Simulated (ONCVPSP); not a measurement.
# PW91 ONCV dataset for carbon, scalar-relativistic all-electron reference.

carbon (C), optimised norm-conserving Vanderbilt (ONCV), made with ONCVPSP 4.0.1 (PW91, scalar-relativistic). Core [He], reference 2s2 2p2. Waves: 2s: rc 1.20 bohr, ncon 4, nbas 8, qcut 5.8 1/bohr, local; 2p: rc 2.00 bohr, ncon 4, nbas 8, qcut 8.8 1/bohr, 2 projectors, debl 1.1 Ha; d scattering state at 0.21 Ha: rc 2.15 bohr, ncon 4, nbas 7, qcut 5.1 1/bohr, 2 projectors, debl 3.9 Ha. Local part: the s channel. Core correction: Teter function fitted to the true core (icmod 2), fcfact 0.65.

* Cutoffs needed: 18 Ha and 93 Ha (the cutoffs (Ha) at which the residual kinetic energy of the hardest occupied pseudo-wave falls to 1 and 0.1 mHa per electron)
* Ghost test: no bound ghost flagged; no localised positive-energy state flagged
* Largest excitation error: +419 meV (all-electron minus pseudo) for 2s1 2p0, out of 4 test configurations
* rms error of d²Exc/dni dnj: 2.02 mHa without and 1.65 mHa with the model core
